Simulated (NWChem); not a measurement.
Molecule: GeH$_{2}$BrF; SMILES [F][GeH2][Br]

```xyz
5

Ge    -0.3669     0.9129     0.0000
F      1.1504     1.7686     0.0000
Br     0.1022    -1.3616     0.0000
H     -1.0956     1.2624     1.3129
H     -1.0956     1.2624    -1.3129
```
Atoms are numbered in this order, from 1.

Results from NWChem. The geometry was optimised at B3LYP/6-31G* (spherical d).

Problem. Taking TPSS/pcseg-2 as the yardstick, which of these has the fewest basis functions while keeping “dipole (D)” within 0.2 D of it: TPSS/def2-SVP; TPSS/pcseg-1; TPSS/aug-pcseg-1; TPSS/STO-3G?

Solution. TPSS/pcseg-1.
```csv
level,basis functions,dipole (D),relative time (rough)
TPSS/STO-3G,43,1.81,1
TPSS/pcseg-1,78,2.16,3
TPSS/def2-SVP,88,2.02,3
TPSS/aug-pcseg-1,113,2.13,5
TPSS/pcseg-2,144,2.11,20
```

The yardstick is one finite set, not the basis-set limit.
